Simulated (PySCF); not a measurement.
**19F chemical shifts**

- structure optimised with GFN2-xTB
- GIAO PBE0/pcSseg-1 shieldings
- program: PySCF 2.14.0 with density-fitted response routines
- no relativistic terms, equivalent nuclei averaged, single conformer, no solvent model

Shieldings were converted by a linear fit to measured shifts: 19F (scatter 6.0 ppm rms, 7.0 ppm with the 5 outliers that the fit left out vs CFCl3, solution or neat liquid, with a term for F on sp3 carbon). Occasional misses reach two or three times the rms, and more in compound classes unlike the fitted ones.

(1) Give the 19F shifts of `CC#C[SiH2]NCC(F)(F)F`, `O=CCC(F)(F)F`.

(2) Match the shifts -49.5, -60.0, -68.4 ppm to `C[SiH2]n1ccc(C(F)(F)F)c1`, `CC#C[Si@@](C)(N)C(F)(F)F`, `C[Si](C)(N)C#CC(F)(F)F`.

## Answers

(1) 
```tsv
compound	environment	δ (ppm)
CC#C[SiH2]NCC(F)(F)F	fluorine of a CF3 group (×3)	-73.9
O=CCC(F)(F)F	fluorine of a CF3 group (×3)	-64.5
```

(2) -49.5: C[Si](C)(N)C#CC(F)(F)F (fluorine of a CF3 group); -60.0: C[SiH2]n1ccc(C(F)(F)F)c1 (fluorine of a CF3 group); -68.4: CC#C[Si@@](C)(N)C(F)(F)F (fluorine of a CF3 group).
